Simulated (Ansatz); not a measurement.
Species: bicarbonate, CHO$_{3}$ (charge -1, singlet). It need not be the lowest isomer of its formula. SMILES: O=C([O-])O
Coordinates optimised at B3LYP-D3(BJ)/def2-TZVP (Ansatz, a program for electronic structure):
```xyz
5

O      1.1421    -0.5771     0.0396
C     -0.1690     0.0400    -0.0084
O     -0.1321     1.2860     0.0626
O     -1.0982    -0.7628    -0.1107
H      1.7197     0.1915     0.1181
```
Charge -1, spin multiplicity 1.

Parts of the frozen-core correlation energy in STO-3G (Ansatz, hartree). Frozen orbitals: 4; correlated occupied orbitals by spin: 12 and 12; virtual: 5 and 5. Spin-orbit coupling is left out. Non-relativistic.

| term | value |
|---|---|
| reference (HF) | -259.33635 |
| MP2 opposite-spin | -0.13812 |
| MP2 same-spin | -0.04035 |
| CCSD correlation | -0.19687 |
| (T) | -0.01275 |
| T1 diagnostic | 0.016 |
| largest doubles amplitude | 0.135 |
